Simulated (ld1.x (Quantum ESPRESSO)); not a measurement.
**Reading a pseudo-wave (phosphorus)**

Columns: radius, all-electron u(r) and pseudo u(r) of the 3s shell (level -18.39 eV) of phosphorus in the configuration [Ne] 3s2 3p2.5; LDA (PZ), non-relativistic, TM scheme, ld1.x (Quantum ESPRESSO) 7.5.

```csv
r (bohr),all-electron,pseudo
0.082,0.1706,0.0387
0.165,-0.0846,0.0773
0.248,-0.2979,0.1149
0.330,-0.3842,0.1507
0.413,-0.3636,0.1857
0.495,-0.2728,0.2198
0.578,-0.1418,0.2555
0.660,0.0033,0.2942
0.742,0.1485,0.3392
0.825,0.2861,0.3936
0.908,0.4088,0.4580
0.990,0.5128,0.5293
1.072,0.5990,0.6022
1.155,0.6688,0.6689
1.238,0.7219,0.7219
1.320,0.7596,0.7596
1.402,0.7843,0.7843
1.485,0.7977,0.7977
1.568,0.8012,0.8012
1.650,0.7964,0.7964
1.733,0.7847,0.7847
1.815,0.7677,0.7677
1.898,0.7461,0.7461
1.980,0.7214,0.7214
2.062,0.6942,0.6942
2.145,0.6650,0.6650
```

**Question.** How many radial nodes do the two functions have?

**Answer.** The all-electron 3s function has n − l − 1 = 2; the pseudo-wave has 0, since the states of the same l below it are removed with the core.

**Question.** At about which radius was the pseudo-wave matched?

**Answer.** 1.25 bohr. The columns agree to 0.0005 from 1.16 bohr on; several derivatives are matched, so the curves merge somewhat inside the radius.

**Question.** Is the pseudo-wave norm-conserving?

**Answer.** Yes: the TM scheme keeps the norm inside the radius equal to the all-electron one, which fixes the energy derivative of the logarithmic derivative at the level.
